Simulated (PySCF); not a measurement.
## Working out the electron affinity of Ca

Ca⁻ [Ar] 3d1 4s2 (2D) → Ca [Ar] 4s2 (1S). All numbers are calculated (PySCF 2.14, the spin-free X2C one-electron Hamiltonian (Gaussian nucleus), in x2c-TZVPPall with one added diffuse shell each of s, p, d type (7s6p4d, 45 functions)). Frozen: [Ne]. Energies in hartree (1 hartree = 27.21139 eV):

```json
{"part": "UHF", "Ca⁻ (lower)": "-679.571807", "Ca (upper)": "-679.620222"}
{"part": "CCSD correlation", "Ca⁻ (lower)": "-0.227432", "Ca (upper)": "-0.222381"}
{"part": "(T)", "Ca⁻ (lower)": "-0.006146", "Ca (upper)": "-0.004546"}
```

Question: What does Hartree-Fock give?

Answer: (-679.620222) − (-679.571807) = -0.048415 hartree = -1.317 eV.

Question: What do CCSD and CCSD(T) give?

Answer: The CCSD correlation energies differ by 0.005051 hartree = 0.137 eV and the triples by 0.001600 hartree = 0.044 eV, so CCSD gives -1.180 eV and CCSD(T) -1.136 eV.

The configuration of this anion was assumed by filling the next shell in order. It is not the known or likely ground configuration (Ca⁻, Sr⁻ and Ba⁻, for instance, bind a p electron), so these values are not the electron affinity of the element.
